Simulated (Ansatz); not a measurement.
Ansatz (a program for electronic structure) input (HF/STO-3G):

Ansatz 0.2 input:
```yaml
crystal:
  periodic: [false, false, false]
  atoms:
    - {symbol: C, position_ang: [-0.60068100, 2.07189600, 0.08495300]}
    - {symbol: Si, position_ang: [-0.25790000, 0.44217500, -0.50797100]}
    - {symbol: C, position_ang: [-1.76555100, -0.72690900, -0.52213800]}
    - {symbol: Si, position_ang: [1.37112600, -0.93836100, 0.65769200]}
    - {symbol: H, position_ang: [0.10082200, 2.86817100, -0.16169900]}
    - {symbol: H, position_ang: [-1.02287600, 2.18519700, 1.08410300]}
    - {symbol: H, position_ang: [0.31723300, 0.43620800, -1.89882500]}
    - {symbol: H, position_ang: [-2.55524400, -0.31329200, -1.15531800]}
    - {symbol: H, position_ang: [-1.50745300, -1.72847700, -0.87915200]}
    - {symbol: H, position_ang: [-2.16799900, -0.82425900, 0.49067700]}
    - {symbol: H, position_ang: [1.02046800, -1.10634300, 2.11073100]}
    - {symbol: H, position_ang: [1.70433600, -2.35545100, 0.23604400]}
    - {symbol: H, position_ang: [2.72294800, -0.28507300, 0.70046100]}
basis:
  gaussian:
    orbitals: STO-3G
hamiltonian:
  xc: {name: HF}
total_charge: -1
relax: {f_tol: 0.003, max_steps: 120}
```

Output:

```
Functional definition: HF
integrals: 0.00 GiB planned
497 factors; integrals over basis functions are off by at most 1.3e-5 eV
mean field: 0.07 GiB planned
mean field evaluation 1: about -17713.2933 eV, gradient 2.2e1 eV
mean field evaluation 2: about -17713.3835 eV, gradient 2.2e1 eV
mean field evaluation 4: about -17715.2929 eV, gradient 1.8e0 eV
mean field evaluation 8: about -17715.3105 eV, gradient 2.0e-2 eV
mean field -17715.31054857 eV, -651.0256547911 hartree, gradient 4.6e-5 eV, S^2 0.000000; 0 other end points of the search recorded, 0 dependent functions left out
the calculation of the forces begins
reference -17715.31054857 eV, -651.0256547911 hartree; 25, 25 occupied and 12, 12 virtual orbitals, 497 factors
relax step   1: F+E_penalty+E_count = -17715.31054857 eV  Δ(F+E_penalty+E_count) = +0.000e0 eV  max|allowed force component| = 1.792e0 eV/Å  Δτ_max = 0.0000 Å  (28 SCF iters, accepted)
these checks for a lower state are left out or cut short: starts, cluster_reference, orbital_swaps, neighbouring_geometries, increment
integrals: 0.00 GiB planned
497 factors; integrals over basis functions are off by at most 1.9e-5 eV
mean field: 0.07 GiB planned
mean field evaluation 16: about -17715.7454 eV, gradient 1.4e-4 eV
mean field -17715.74540248 eV, -651.0416353775 hartree, gradient 8.3e-6 eV, S^2 0.000000; 0 other end points of the search recorded, 0 dependent functions left out
the calculation of the forces begins
reference -17715.74540248 eV, -651.0416353775 hartree; 25, 25 occupied and 12, 12 virtual orbitals, 497 factors
relax step   2: F+E_penalty+E_count = -17715.74540248 eV  Δ(F+E_penalty+E_count) = -4.349e-1 eV  max|allowed force component| = 1.540e0 eV/Å  Δτ_max = 0.1826 Å  (28 SCF iters, accepted)
these checks for a lower state are left out or cut short: starts, cluster_reference, orbital_swaps, neighbouring_geometries, increment
integrals: 0.00 GiB planned
497 factors; integrals over basis functions are off by at most 1.7e-5 eV
mean field: 0.07 GiB planned
mean field -17715.84929147 eV, -651.0454532275 hartree, gradient 8.1e-6 eV, S^2 0.000000; 0 other end points of the search recorded, 0 dependent functions left out
the calculation of the forces begins
reference -17715.84929147 eV, -651.0454532275 hartree; 25, 25 occupied and 12, 12 virtual orbitals, 497 factors
relax step   3: F+E_penalty+E_count = -17715.84929147 eV  Δ(F+E_penalty+E_count) = -1.039e-1 eV  max|allowed force component| = 1.002e0 eV/Å  Δτ_max = 0.1108 Å  (30 SCF iters, accepted)
these checks for a lower state are left out or cut short: starts, cluster_reference, orbital_swaps, neighbouring_geometries, increment
integrals: 0.00 GiB planned
497 factors; integrals over basis functions are off by at most 1.6e-5 eV
mean field: 0.07 GiB planned
mean field evaluation 32: about -17715.8668 eV, gradient 8.5e-6 eV
mean field -17715.86678329 eV, -651.0460960400 hartree, gradient 8.5e-6 eV, S^2 0.000000; 0 other end points of the search recorded, 0 dependent functions left out
the calculation of the forces begins
reference -17715.86678329 eV, -651.0460960400 hartree; 25, 25 occupied and 12, 12 virtual orbitals, 497 factors
relax step   4: F+E_penalty+E_count = -17715.86678329 eV  Δ(F+E_penalty+E_count) = -1.749e-2 eV  max|allowed force component| = 4.776e-1 eV/Å  Δτ_max = 0.0289 Å  (24 SCF iters, accepted)
these checks for a lower state are left out or cut short: starts, cluster_reference, orbital_swaps, neighbouring_geometries, increment
integrals: 0.00 GiB planned
497 factors; integrals over basis functions are off by at most 1.5e-5 eV
mean field: 0.07 GiB planned
mean field -17715.87696249 eV, -651.0464701188 hartree, gradient 9.4e-6 eV, S^2 0.000000; 0 other end points of the search recorded, 0 dependent functions left out
the calculation of the forces begins
reference -17715.87696249 eV, -651.0464701188 hartree; 25, 25 occupied and 12, 12 virtual orbitals, 497 factors
relax step   5: F+E_penalty+E_count = -17715.87696249 eV  Δ(F+E_penalty+E_count) = -1.018e-2 eV  max|allowed force component| = 1.818e-1 eV/Å  Δτ_max = 0.0280 Å  (23 SCF iters, accepted)
these checks for a lower state are left out or cut short: starts, cluster_reference, orbital_swaps, neighbouring_geometries, increment
integrals: 0.00 GiB planned
497 factors; integrals over basis functions are off by at most 1.5e-5 eV
mean field: 0.07 GiB planned
mean field -17715.87497664 eV, -651.0463971403 hartree, gradient 1.0e-5 eV, S^2 0.000000; 0 other end points of the search recorded, 0 dependent functions left out
the calculation of the forces begins
reference -17715.87497664 eV, -651.0463971403 hartree; 25, 25 occupied and 12, 12 virtual orbitals, 497 factors
relax step   6: F+E_penalty+E_count = -17715.87497664 eV  Δ(F+E_penalty+E_count) = +1.986e-3 eV  max|allowed force component| = 2.080e-1 eV/Å  Δτ_max = 0.0816 Å  (23 SCF iters, rejected (line search))
these checks for a lower state are left out or cut short: starts, cluster_reference, orbital_swaps, neighbouring_geometries, increment
integrals: 0.00 GiB planned
497 factors; integrals over basis functions are off by at most 1.6e-5 eV
mean field: 0.07 GiB planned
mean field -17715.87904507 eV, -651.0465466521 hartree, gradient 9.0e-6 eV, S^2 0.000000; 0 other end points of the search recorded, 0 dependent functions left out
the calculation of the forces begins
[...]
mean field: 0.07 GiB planned
mean field -17715.87497664 eV, -651.0463971403 hartree, gradient 1.0e-5 eV, S^2 0.000000; 0 other end points of the search recorded, 0 dependent functions left out
the calculation of the forces begins
reference -17715.87497664 eV, -651.0463971403 hartree; 25, 25 occupied and 12, 12 virtual orbitals, 497 factors
relax step   6: F+E_penalty+E_count = -17715.87497664 eV  Δ(F+E_penalty+E_count) = +1.986e-3 eV  max|allowed force component| = 2.080e-1 eV/Å  Δτ_max = 0.0816 Å  (23 SCF iters, rejected (line search))
these checks for a lower state are left out or cut short: starts, cluster_reference, orbital_swaps, neighbouring_geometries, increment
integrals: 0.00 GiB planned
497 factors; integrals over basis functions are off by at most 1.6e-5 eV
mean field: 0.07 GiB planned
mean field -17715.87904507 eV, -651.0465466521 hartree, gradient 9.0e-6 eV, S^2 0.000000; 0 other end points of the search recorded, 0 dependent functions left out
the calculation of the forces begins
reference -17715.87904507 eV, -651.0465466521 hartree; 25, 25 occupied and 12, 12 virtual orbitals, 497 factors
relax step   7: F+E_penalty+E_count = -17715.87904507 eV  Δ(F+E_penalty+E_count) = -2.083e-3 eV  max|allowed force component| = 7.160e-2 eV/Å  Δτ_max = 0.0408 Å  (23 SCF iters, accepted)
these checks for a lower state are left out or cut short: starts, cluster_reference, orbital_swaps, neighbouring_geometries, increment
integrals: 0.00 GiB planned
497 factors; integrals over basis functions are off by at most 1.5e-5 eV
mean field: 0.07 GiB planned
mean field -17715.87997710 eV, -651.0465809037 hartree, gradient 9.1e-6 eV, S^2 0.000000; 0 other end points of the search recorded, 0 dependent functions left out
the calculation of the forces begins
reference -17715.87997710 eV, -651.0465809037 hartree; 25, 25 occupied and 12, 12 virtual orbitals, 497 factors
relax step   8: F+E_penalty+E_count = -17715.87997710 eV  Δ(F+E_penalty+E_count) = -9.320e-4 eV  max|allowed force component| = 3.411e-2 eV/Å  Δτ_max = 0.0242 Å  (24 SCF iters, accepted)
these checks for a lower state are left out or cut short: starts, cluster_reference, orbital_swaps, neighbouring_geometries, increment
integrals: 0.00 GiB planned
497 factors; integrals over basis functions are off by at most 1.5e-5 eV
mean field: 0.07 GiB planned
mean field evaluation 64: about -17715.8800 eV, gradient 1.5e-1 eV
mean field -17715.88013266 eV, -651.0465866205 hartree, gradient 8.9e-6 eV, S^2 0.000000; 0 other end points of the search recorded, 0 dependent functions left out
the calculation of the forces begins
reference -17715.88013266 eV, -651.0465866205 hartree; 25, 25 occupied and 12, 12 virtual orbitals, 497 factors
relax step   9: F+E_penalty+E_count = -17715.88013266 eV  Δ(F+E_penalty+E_count) = -1.556e-4 eV  max|allowed force component| = 1.008e-2 eV/Å  Δτ_max = 0.0084 Å  (25 SCF iters, accepted)
these checks for a lower state are left out or cut short: starts, cluster_reference, orbital_swaps, neighbouring_geometries, increment
integrals: 0.00 GiB planned
497 factors; integrals over basis functions are off by at most 1.5e-5 eV
mean field: 0.07 GiB planned
mean field -17715.88014053 eV, -651.0465869095 hartree, gradient 8.9e-6 eV, S^2 0.000000; 0 other end points of the search recorded, 0 dependent functions left out
the calculation of the forces begins
reference -17715.88014053 eV, -651.0465869095 hartree; 25, 25 occupied and 12, 12 virtual orbitals, 497 factors
relax step  10: F+E_penalty+E_count = -17715.88014053 eV  Δ(F+E_penalty+E_count) = -7.863e-6 eV  max|allowed force component| = 8.185e-3 eV/Å  Δτ_max = 0.0012 Å  (25 SCF iters, accepted)
these checks for a lower state are left out or cut short: starts, cluster_reference, orbital_swaps, neighbouring_geometries, increment
integrals: 0.00 GiB planned
497 factors; integrals over basis functions are off by at most 1.5e-5 eV
mean field: 0.07 GiB planned
mean field -17715.88014272 eV, -651.0465869900 hartree, gradient 8.9e-6 eV, S^2 0.000000; 0 other end points of the search recorded, 0 dependent functions left out
the calculation of the forces begins
reference -17715.88014272 eV, -651.0465869900 hartree; 25, 25 occupied and 12, 12 virtual orbitals, 497 factors
relax step  11: F+E_penalty+E_count = -17715.88014272 eV  Δ(F+E_penalty+E_count) = -2.191e-6 eV  max|allowed force component| = 6.315e-3 eV/Å  Δτ_max = 0.0027 Å  (25 SCF iters, accepted)
these checks for a lower state are left out or cut short: starts, cluster_reference, orbital_swaps, neighbouring_geometries, increment
integrals: 0.00 GiB planned
497 factors; integrals over basis functions are off by at most 1.5e-5 eV
mean field: 0.07 GiB planned
mean field -17715.88015048 eV, -651.0465872753 hartree, gradient 8.9e-6 eV, S^2 0.000000; 0 other end points of the search recorded, 0 dependent functions left out
the calculation of the forces begins
reference -17715.88015048 eV, -651.0465872753 hartree; 25, 25 occupied and 12, 12 virtual orbitals, 497 factors
relax step  12: F+E_penalty+E_count = -17715.88015048 eV  Δ(F+E_penalty+E_count) = -7.763e-6 eV  max|allowed force component| = 2.907e-3 eV/Å  Δτ_max = 0.0024 Å  (25 SCF iters, accepted)
these checks for a lower state are left out or cut short: starts, cluster_reference, orbital_swaps, neighbouring_geometries, increment
integrals: 0.00 GiB planned
497 factors; integrals over basis functions are off by at most 1.5e-5 eV
mean field: 0.07 GiB planned
mean field evaluation 96: about -17715.8802 eV, gradient 8.9e-6 eV
mean field -17715.88015947 eV, -651.0465876056 hartree, gradient 8.9e-6 eV, S^2 0.000000; 0 other end points of the search recorded, 0 dependent functions left out
the calculation of the forces begins
reference -17715.88015947 eV, -651.0465876056 hartree; 25, 25 occupied and 12, 12 virtual orbitals, 497 factors
relax step  13: F+E_penalty+E_count = -17715.88015947 eV  Δ(F+E_penalty+E_count) = -8.987e-6 eV  max|allowed force component| = 4.588e-3 eV/Å  Δτ_max = 0.0068 Å  (24 SCF iters, accepted)
these checks for a lower state are left out or cut short: starts, cluster_reference, orbital_swaps, neighbouring_geometries, increment
integrals: 0.00 GiB planned
497 factors; integrals over basis functions are off by at most 1.5e-5 eV
mean field: 0.07 GiB planned
mean field -17715.88016159 eV, -651.0465876837 hartree, gradient 8.9e-6 eV, S^2 0.000000; 0 other end points of the search recorded, 0 dependent functions left out
the calculation of the forces begins
reference -17715.88016159 eV, -651.0465876837 hartree; 25, 25 occupied and 12, 12 virtual orbitals, 497 factors
relax step  14: F+E_penalty+E_count = -17715.88016159 eV  Δ(F+E_penalty+E_count) = -2.127e-6 eV  max|allowed force component| = 5.297e-3 eV/Å  Δτ_max = 0.0068 Å  (24 SCF iters, accepted)
these checks for a lower state are left out or cut short: starts, cluster_reference, orbital_swaps, neighbouring_geometries, increment
integrals: 0.00 GiB planned
497 factors; integrals over basis functions are off by at most 1.5e-5 eV
mean field: 0.07 GiB planned
mean field -17715.88016521 eV, -651.0465878165 hartree, gradient 8.9e-6 eV, S^2 0.000000; 0 other end points of the search recorded, 0 dependent functions left out
the calculation of the forces begins
reference -17715.88016521 eV, -651.0465878165 hartree; 25, 25 occupied and 12, 12 virtual orbitals, 497 factors
relax step  15: F+E_penalty+E_count = -17715.88016521 eV  Δ(F+E_penalty+E_count) = -3.613e-6 eV  max|allowed force component| = 1.945e-3 eV/Å  Δτ_max = 0.0020 Å  (24 SCF iters, accepted)
integrals: 0.00 GiB planned
497 factors; integrals over basis functions are off by at most 1.5e-5 eV
mean field: 0.07 GiB planned
mean field -17715.88016521 eV, -651.0465878165 hartree, gradient 8.9e-6 eV, S^2 0.000000; 1 other end points of the search recorded, 0 dependent functions left out
the calculation of the forces begins
reference -17715.88016521 eV, -651.0465878165 hartree; 25, 25 occupied and 12, 12 virtual orbitals, 497 factors
Total energy: -17715.88016521 eV, -651.0465878165 hartree
Atom 0 at    -0.690793     2.150038    -0.024158 Å, force    -0.000462    -0.000846     0.000600 eV/Å
Atom 1 at    -0.228816     0.434411    -0.468853 Å, force     0.000692     0.001945    -0.000723 eV/Å
Atom 2 at    -1.713847    -0.736499    -0.498345 Å, force    -0.001105    -0.001008     0.000494 eV/Å
Atom 3 at     1.321335    -0.838945     0.663673 Å, force     0.000313    -0.000754     0.000028 eV/Å
Atom 4 at     0.243783     2.725109    -0.047695 Å, force     0.000207    -0.000378    -0.000063 eV/Å
Atom 5 at    -0.959731     2.131574     1.039540 Å, force     0.000375     0.000870    -0.000296 eV/Å
Atom 6 at     0.291075     0.322053    -1.802840 Å, force     0.000557     0.000169     0.000501 eV/Å
Atom 7 at    -2.503089    -0.343109    -1.127729 Å, force     0.000026    -0.000271     0.000010 eV/Å
Atom 8 at    -1.471209    -1.724777    -0.874187 Å, force     0.000151     0.000131     0.000099 eV/Å
Atom 9 at    -2.141692    -0.871580     0.488224 Å, force    -0.000256    -0.000206    -0.000228 eV/Å
Atom 10 at     1.021047    -1.094232     2.038915 Å, force     0.000333     0.000210    -0.000864 eV/Å
Atom 11 at     1.554996    -2.151243     0.137755 Å, force     0.000352     0.000855     0.000497 eV/Å
Atom 12 at     2.636171    -0.277318     0.715258 Å, force    -0.001183    -0.000718    -0.000056 eV/Å
Dipole moment:     0.352067    -1.109017     0.087330 e Å
```

The dipole moment of an ion depends on the origin.

The geometry given is a B3LYP-D3(BJ)/def2-TZVP minimum.
